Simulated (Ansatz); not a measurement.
Relaxation of the cluster Rb₂F₂⁺ with UKS PBE0-D4/def2-TZVP.

```sh
$ ansatz run in.yaml --threads 4 --pin off --events-out ev --progress --plain --max-ram 3916MiB
```

```yaml
crystal:
  periodic: [false, false, false]
  atoms:
    - {symbol: Rb, position_ang: [0.716844, 1.752347, -0.120229]}
    - {symbol: Rb, position_ang: [-0.715843, -1.752802, 0.119566]}
    - {symbol: F, position_ang: [0.839008, -0.245388, 1.425857]}
    - {symbol: F, position_ang: [-0.840010, 0.245843, -1.425183]}
basis:
  gaussian: {orbitals: def2-TZVP}
total_charge: 1
magnetization: {spin_polarized: true, initial_magnetization: 1}
hamiltonian: {xc: pbe0, dispersion: d4}
scf: {lower_state_search: "off"}
output: {orbitals: {seedname: orbitals}}
relax: {f_tol: 0.02, max_steps: 100}
```

It took 15 s on 4 threads of Arm Neoverse V2 on a shared host.

Positions (Å) and forces (eV/Å) at steps 1, 2, 4, 5, 6, 7, 8, 9, 10 of 10:

```xyz
4
step=1 energy=-6737.4860 eV
Rb    0.717    1.752   -0.120    0.349    0.855   -0.059
Rb   -0.716   -1.753    0.120   -0.349   -0.855    0.058
F     0.839   -0.245    1.426    0.195   -0.057    0.332
F    -0.840    0.246   -1.425   -0.195    0.057   -0.332
4
step=2 energy=-6737.6884 eV
Rb    0.790    1.932   -0.132    0.064    0.156   -0.011
Rb   -0.789   -1.933    0.132   -0.064   -0.156    0.011
F     0.847   -0.248    1.439   -0.062    0.018   -0.106
F    -0.848    0.248   -1.439    0.063   -0.018    0.106
4
step=4 energy=-6738.3350 eV
Rb    0.866    2.118   -0.145    0.054    0.133   -0.009
Rb   -0.866   -2.118    0.145   -0.055   -0.133    0.009
F     0.725   -0.212    1.231   -0.364    0.107   -0.618
F    -0.725    0.212   -1.231    0.364   -0.107    0.618
4
step=5 energy=-6738.6690 eV
Rb    0.899    2.198   -0.150    0.034    0.083   -0.006
Rb   -0.898   -2.198    0.150   -0.034   -0.083    0.006
F     0.627   -0.183    1.065   -0.441    0.129   -0.749
F    -0.627    0.183   -1.065    0.441   -0.129    0.749
4
step=6 energy=-6739.0028 eV
Rb    0.918    2.245   -0.154    0.051    0.125   -0.009
Rb   -0.918   -2.245    0.154   -0.051   -0.125    0.009
F     0.529   -0.155    0.899   -0.308    0.090   -0.522
F    -0.529    0.155   -0.899    0.308   -0.090    0.522
4
step=7 energy=-6738.7914 eV rejected
Rb    0.945    2.311   -0.158    0.013    0.033   -0.002
Rb   -0.944   -2.311    0.158   -0.013   -0.033    0.002
F     0.431   -0.126    0.732    1.462   -0.428    2.482
F    -0.431    0.126   -0.732   -1.462    0.428   -2.482
4
step=8 energy=-6739.0447 eV
Rb    0.933    2.283   -0.156   -0.001   -0.002    0.000
Rb   -0.933   -2.283    0.156    0.001    0.002    0.000
F     0.512   -0.150    0.869   -0.221    0.065   -0.375
F    -0.512    0.150   -0.870    0.221   -0.065    0.375
4
step=9 energy=-6739.0620 eV
Rb    0.940    2.300   -0.157   -0.005   -0.012    0.001
Rb   -0.940   -2.300    0.157    0.005    0.012   -0.001
F     0.482   -0.141    0.818    0.115   -0.034    0.195
F    -0.481    0.141   -0.818   -0.115    0.034   -0.195
4
step=10 energy=-6739.0658 eV
Rb    0.937    2.294   -0.157   -0.001   -0.001    0.000
Rb   -0.938   -2.294    0.157    0.001    0.001    0.000
F     0.490   -0.143    0.831    0.003   -0.001    0.005
F    -0.490    0.143   -0.831   -0.003    0.001   -0.005
```

In the def2 sets Rb takes a core potential; there is no spin–orbit coupling. In the charge 1 doublet, F3 and F4 lie 1.95 Å apart (atoms count from 1), so these atoms are partly bonded to each other. The relaxation made no stability test and no search for a lower SCF solution. The structure comes from a short search, and lower isomers may exist.
